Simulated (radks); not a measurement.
Species: Pd4+. Configuration: [Ar] 3d10 4s2 4p5 4d7 (not the ground configuration).

Calculated with a radial shooting solver on a logarithmic mesh with Libxc functionals: scalar-relativistic Kohn-Sham, LDA (Slater exchange, Perdew-Wang correlation), spin-polarised, spherical densities, finite nucleus; open shells are filled with parallel spins first (spin-orbit coupling, left out, can overturn this in heavy ions); Fermi nuclear charge, rms radius 4.5318 fm.

Energy parts (eV):
total: -137011.351
kinetic: 142078.480
electron-nucleus: -328674.398
Hartree: 53314.119
exchange-correlation: -3729.553

Orbitals (lengths in bohr, moments of r in powers of bohr):
orbital  occ.  eigenvalue (eV)     <r^2>
1s up       1        -24198.25  0.001374
1s down     1        -24197.98  0.001374
2s up       1        -3587.700   0.02261
2s down     1        -3586.892   0.02260
2p up       3        -3225.413   0.01778
2p down     3        -3224.676   0.01778
3s up       1        -697.3893    0.1652
3s down     1        -696.6576    0.1650
3p up       3        -578.2994    0.1670
3p down     3        -577.5030    0.1668
3d up       5        -388.5323    0.1527
3d down     5        -387.5780    0.1524
4s up       1        -146.1524    0.9754
4s down     1        -142.5850    0.9763
4p up       3        -111.1448     1.156
4p down     2        -107.5963     1.163
4d up       5         -59.9173     1.773
4d down     2         -56.6885     1.831

The highest occupied level is 4d down at -56.689 eV. Summed over all electrons, <r^2> = 23.29 bohr^2, which gives a Langevin (diamagnetic) susceptibility term of -18.4 x 10^-6 cm^3/mol. Spin moment in Bohr magnetons: 4. The spin density at the nucleus is -2.6278 e/bohr^3 (1s -0.7495, 2s -0.9170, 3s -0.1068, 4s -0.8545). The electron density at the nucleus is 1.354e+05 e/bohr^3 (large components only). The density falls to 0.001 e/bohr^3 at r = 2.95 bohr.
